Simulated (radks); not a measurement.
Q: These are the eigenvalues of the occupied orbitals of an atom or ion with whole-number occupations (hartree). Method: Dirac Kohn-Sham, PBE, spin-unpolarised, spherical densities, point nucleus; computed with a radial shooting solver on a logarithmic mesh with Libxc functionals.

1s1/2: -3287.838
2s1/2: -701.4376
2p1/2: -680.0305
2p3/2: -603.3209
3s1/2: -261.9141
3p1/2: -253.1290
3p3/2: -234.1807
3d3/2: -221.1305
3d5/2: -216.9024

Which element is it, and in what charge state? The configuration may be excited. Open shells, if any, are shared by 2j + 1.

A: Z = 81, thallium, charge +58: Tl58+ in [Ar] 3d5. The list shows which subshells hold electrons but not how many an open one holds; the 1s level, -3287.8 hartree, gives Z - s = 81.1 by -(Z - s)^2/2, which with screening and relativity narrows Z to a few neighbours, and the depths of the outer levels then fix element, charge and occupations together.
